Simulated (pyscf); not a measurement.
H₃C–CH₂–O⁻ (SMILES CC[O-]) → H₂C⁻–CH₂–OH (SMILES [CH2-]CO), a hydrogen shift (singlet surface; C–H broken, H–O formed). Structures and frequencies: ωB97X-D3(BJ)/def2-SVPD in PySCF. Correlated levels are frozen-core, on RHF or UHF. ΔMP2 is the change of the MP2 total energy from the triple- to the quadruple-zeta basis. Energies in kcal/mol from the reactant's lowest minimum found.

Small-basis levels: PySCF, no dispersion term, spherical d functions. AM1 to PM7: differences of heats of formation from MOPAC, which are fitted to 298 K values and so differ in kind from electronic energies by zero-point and thermal terms. Cost: rough CPU time at the saddle relative to B3LYP/6-31G*, from one job on a shared machine.

```
level                               barrier  reaction energy        cost
----------------------------------  -------  ---------------  ----------
HF/STO-3G                              34.2            +13.0        0.04
HF/6-31G*                              50.2            +33.3        0.07
SVWN5/6-31G*                            [?]            +29.5         0.7
B3LYP/6-31G*                           39.3            +31.8           1
B3LYP/6-311+G**                         [?]            +22.3           2
PBE/def2-SVP                           32.1            +25.7           2
B3LYP/def2-SVP                         35.8            +25.3           1
PM6                                    34.8            +21.4  under 0.02
PM7                                    36.3            +19.0  under 0.02
CCSD(T)/def2-TZVPPD + ΔMP2(QZVPPD)      [?]            +21.7           –
```

**Question.** What belongs in the gaps?

**Answer.** 
- SVWN5/6-31G*, barrier: 31.0
- B3LYP/6-311+G**, barrier: 38.2
- CCSD(T)/def2-TZVPPD + ΔMP2(QZVPPD), barrier: 36.9

Against the last row the barrier runs from -6.0 (SVWN5/6-31G*) to +13.3 kcal/mol (HF/6-31G*); PM7 happens to lie closest here (0.7 kcal/mol apart). CCSD(T)/def2-TZVPPD + ΔMP2(QZVPPD) has limits of its own. On the reactant side the descent ends in a point that may be a rotor saddle (no frequency run), 3.6 kcal/mol over the lowest minimum found and 35.0 kcal/mol under the saddle at ωB97X-D3(BJ)/def2-TZVPD. This is the saddle that the search found; another between the same sides may lie lower. The CCSD(T) − MP2 part came from Ansatz, without density fitting, on the same reference.
